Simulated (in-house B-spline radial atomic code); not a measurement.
Ionisation energies along the 25-electron series, configuration [Ar] 3d7, as differences of self-consistent energies. Dirac energy differences include first-order Breit, QED and recoil terms. NIST's values go from ground level to ground level; the uncertainty of those that are theory runs from under 0.1 % in few-electron ions to several per cent in heavy many-electron ones. Computed with a B-spline radial code for spherical atoms: Dirac-Hartree-Fock, average of the configuration, finite nuclei.

```tsv
ion	configuration after	ionisation energy (eV)	IE/(q+1)² (eV)	Breit and QED recoil part (eV)	tabulated value (eV)	computed minus tabulated (eV)
Sr13+	[Ar] 3d6	458.0	2.3366	-0.071299	454	4.0
Zr15+	[Ar] 3d6	576.3	2.2511	-0.11353	573	3.3
Nb16+	[Ar] 3d6	?	?	?	?	?
Mo17+	[Ar] 3d6	706.9	2.1818	-0.1665	702	4.9
Tc18+	[Ar] 3d6	?	?	?	?	?
Ru19+	[Ar] 3d6	849.8	2.1246	-0.23124	845	4.8
Rh20+	[Ar] 3d6	925.9	2.0995	-0.26833	921	4.9
Pd21+	[Ar] 3d6	1005.0	2.0765	-0.30874	1000	5.0
Ag22+	[Ar] 3d6	1087.2	2.0553	-0.35261	1082	5.2
Cd23+	[Ar] 3d6	1172.5	2.0356	-0.4	1167	5.5
In24+	[Ar] 3d6	1260.8	2.0173	-0.45115	1255	5.8
Sn25+	[Ar] 3d6	1352.2	2.0003	-0.5061	1347	5.2
Sb26+	[Ar] 3d6	1446.7	1.9845	-0.56504	1441	5.7
Te27+	[Ar] 3d6	1544.2	1.9696	-0.62801	1538	6.2
I28+	[Ar] 3d6	1644.8	1.9558	-0.69531	1639	5.8
Xe29+	[Ar] 3d6	?	?	?	?	?
Cs30+	[Ar] 3d6	1855.2	1.9305	-0.84299	1848	7.2
```

(1) Fill in the row of Nb16+.

(2) Fill in the row of Tc18+.

(3) Fill in the row of Xe29+.

Where a p, d or f electron is removed, the computed value is a mean over both j, so it misses the tabulated one by a part of the spin-orbit splitting; averaging over terms and missing correlation add to the gap, relatively most at low charge.

## Answers

(1) ionisation energy (eV): 640.1; IE/(q+1)² (eV): 2.2147; Breit and QED recoil part (eV): -0.13862; tabulated value (eV): 636; computed minus tabulated (eV): 4.1.

(2) ionisation energy (eV): 776.8; IE/(q+1)² (eV): 2.1519; Breit and QED recoil part (eV): -0.19735; tabulated value (eV): 773; computed minus tabulated (eV): 3.8.

(3) ionisation energy (eV): 1748.5; IE/(q+1)² (eV): 1.9427; Breit and QED recoil part (eV): -0.76689; tabulated value (eV): 1742; computed minus tabulated (eV): 6.5.
